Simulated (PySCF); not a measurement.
Match each property card to its molecule.

Structures:
1. `CNC[SiH2]O`
2. `C(C(O)=O)[SeH]`
3. `O=P([O-])(O)O`
4. `FC(F)[SiH]1CCOCC1`
5. `CC(C)O[SiH2]C#C[SiH3]`
6. `O=C[SiH2]B(Cl)Cl`

Card P (geometry PBE0-D3(BJ)/def2-SVP):
- Rotational constants A, B, C: 4.839, 4.391, 4.316 GHz
- Isotropic shieldings of nuclei other than C and H, by class (GIAO B97-2/pcSseg-2): 194 (2 O), 206 (2 O), 301 (1 P) ppm
- Core binding energies (ΔSCF SCAN, pcX-2 on the ionised atom, pcseg-1 elsewhere, spin-free X2C, 2p3/2 from a spin–orbit splitting computed afterwards within the 2p shell): P2p3/2 133.6, O1s 531.2 (×2), O1s 533.8 (×2), P1s 2148.0 eV
- HOMO energy (B97-2/pcSseg-2): -2.25 eV

Card Q (geometry PBE0-D3(BJ)/def2-SVP):
- Rotational constants A, B, C: 2.130, 0.991, 0.952 GHz
- Static isotropic polarisability (B3LYP/def2-SVPD): 88.9 au
- Lowest triplet excitation (Tamm–Dancoff) (TDA B3LYP/def2-SVPD): 6.54 eV
- Dipole moment (B3LYP/def2-SVPD): 1.68 D
- Core binding energies (ΔSCF SCAN, pcX-2 on the ionised atom, pcseg-1 elsewhere, spin-free X2C, 2p3/2 from a spin–orbit splitting computed afterwards within the 2p shell): Si2p3/2 106.5, C1s 290.3 (×2), C1s 292.1 (×2), C1s 294.7, O1s 538.2, F1s 692.9 (×2), Si1s 1846.3 eV

Card R (geometry GFN2-xTB):
- Rotational constants A, B, C: 8.983, 1.958, 1.727 GHz
- Static isotropic polarisability (wB97X-D/def2-SVPD): 64.4 au
- Lowest singlet excitation (TDDFT wB97X-D/def2-SVPD): 6.23 eV (199 nm, f = 0.001)
- 13C chemical shifts (computed TMS as zero) by class (GIAO PBE0/pcSseg-1): 44.4 (1 C), 43.0 (1 C) ppm
- HOMO energy (wB97X-D/def2-SVPD): -8.70 eV
- Core binding energies (ΔSCF SCAN, pcX-2 on the ionised atom, pcseg-1 elsewhere, spin-free X2C, 2p3/2 from a spin–orbit splitting computed afterwards within the 2p shell): Si2p3/2 107.0, C1s 290.8, C1s 291.5, N1s 405.0, O1s 538.2, Si1s 1846.8 eV

Card S (geometry PBE0-D3(BJ)/def2-SVP):
- Rotational constants A, B, C: 2.056, 1.215, 1.026 GHz
- Static isotropic polarisability (B3LYP/def2-SVPD): 86.1 au
- Strongest line among the 10 lowest singlet transitions (TDDFT B3LYP/def2-SVPD): S7 at 6.32 eV (196 nm, f = 0.084)
- Lowest singlet excitation (TDDFT B3LYP/def2-SVPD): 3.28 eV (378 nm, f = 0.000)
- Lowest triplet excitation (Tamm–Dancoff) (TDA B3LYP/def2-SVPD): 2.61 eV
- Isotropic shieldings of nuclei other than C and H, by class (GIAO PBE0/pcSseg-1): 25 (1 B), -619 (1 O), 421 (1 Si), 539 (2 Cl) ppm
- HOMO energy (B3LYP/def2-SVPD): -7.12 eV

Card T (geometry PBE0-D3(BJ)/def2-SVP):
* Rotational constants A, B, C: 7.741, 1.557, 1.451 GHz
* Dipole moment (PBE0-D3(BJ)/def2-SVP): 1.08 D

Card U (geometry PBE0-D3(BJ)/def2-SVP):
- Rotational constants A, B, C: 2.535, 0.559, 0.474 GHz
- Static isotropic polarisability (B3LYP/def2-SVPD): 121.1 au
- Strongest line among the 10 lowest singlet transitions (TDDFT B3LYP/def2-SVPD): S10 at 7.39 eV (168 nm, f = 0.842)
- Isotropic shieldings of nuclei other than C and H, by class (GIAO PBE0/pcSseg-1): 273 (1 O), 403 (1 Si), 448 (1 Si) ppm
- Lowest triplet excitation (Tamm–Dancoff) (TDA B3LYP/def2-SVPD): 4.51 eV

Each SMILES stands for a single optimised conformer of the isolated species, non-relativistic unless stated; the electronic structure was computed with PySCF and density fitting. NMR classes are plain means over equivalent atoms (diastereotopic ones count apart unless rotation or inversion swaps them), as if these changed places fast.

Problem. Which card belongs to which structure?

Solution. P = 3, Q = 4, R = 1, S = 6, T = 2, U = 5. What ties each card to its structure:
- 1 (card R), C2H9NOSi, monoisotopic mass 91.0 u, 5 heavy atoms: 2 C in 2 classes; core lines of C, N, O and Si; the least shielded carbon (44.4 ppm) is an N-methyl carbon; an asymmetric top with C = 1.727 GHz; polarisability 64.4 au for 50 electrons.
- 2 (card T), C2H4O2Se, monoisotopic mass 139.9 u, 5 heavy atoms: an asymmetric top with C = 1.451 GHz; dipole 1.08 D.
- 3 (card P), [H2O4P]-, monoisotopic mass 97.0 u, 5 heavy atoms: core lines of O and P; a HOMO at -2.25 eV for the only species of charge -1; an asymmetric top with C = 4.316 GHz, the highest such constant on the cards.
- 4 (card Q), C5H10F2OSi, monoisotopic mass 152.0 u, 9 heavy atoms: core lines of C, F, O and Si; an asymmetric top with C = 0.952 GHz; polarisability 88.9 au for 80 electrons; dipole 1.68 D.
- 5 (card U), C5H12OSi2, monoisotopic mass 144.0 u, 8 heavy atoms: an asymmetric top with C = 0.474 GHz, the lowest such constant on the cards; polarisability 121.1 au for 78 electrons.
- 6 (card S), CH3BCl2OSi, monoisotopic mass 139.9 u, 6 heavy atoms: an asymmetric top with C = 1.026 GHz; polarisability 86.1 au for 70 electrons.
